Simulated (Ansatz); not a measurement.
Relaxation of C2H6BBr (10 atoms, charge 0, multiplicity 1), to a largest force component of 0.02 eV/Å in at most 50 steps.

Theory: RKS PBE-D4/def2-SVP (Ansatz 0.2.0).

```xyz
10
Properties=species:S:1:pos:R:3
C -1.078 0.424 -0.758
B -0.146 -0.591 -0.111
C 0.962 -0.117 0.881
Br 2.799 -0.593 0.178
H -1.842 -0.062 -1.453
H -1.686 1.019 0.024
H -1.205 -0.117 0.039
H -0.219 -1.719 -0.373
H 0.957 0.999 1.076
H 0.850 -0.615 1.899
```

Problem. Where does it end, and by what steps?

Solution. The run converged. After 13 steps the energy has fallen by 3.623 eV; Br4 moved furthest, 1.06 Å. Parted: B2–H7 (1.17 → 2.16 Å).

| step | energy less start (eV) | largest force component (eV/Å) | accepted |
| --- | --- | --- | --- |
| 0 | 0.0000 | 7.309 | yes |
| 1 | -1.8074 | 2.893 | yes |
| 2 | -2.7284 | 1.409 | yes |
| 3 | -3.0030 | 1.364 | yes |
| 4 | -3.2422 | 1.015 | yes |
| 5 | -3.3670 | 0.964 | yes |
| 6 | -3.4786 | 0.199 | yes |
| 7 | -3.5221 | 0.246 | yes |
| 8 | -3.5608 | 0.344 | yes |
| 9 | -3.5945 | 0.345 | yes |
| 10 | -3.6122 | 0.348 | yes |
| 11 | -3.6211 | 0.139 | yes |
| 12 | -3.6217 | 0.136 | yes |
| 13 | -3.6229 | 0.012 | yes |

```xyz
10
Properties=species:S:1:pos:R:3
C -1.200 0.209 -0.557
B -0.110 -0.718 0.090
C 0.939 -0.177 1.132
Br 2.172 0.002 -0.432
H -1.429 -0.048 -1.611
H -0.996 1.296 -0.481
H -2.142 0.013 0.009
H -0.095 -1.916 -0.137
H 0.823 0.838 1.555
H 1.431 -0.870 1.836
```

The run took 18 s on 2 threads of Intel(R) Xeon(R) Platinum 8488C (Sapphire Rapids), with other jobs on the host, peak memory 0.16 GiB.
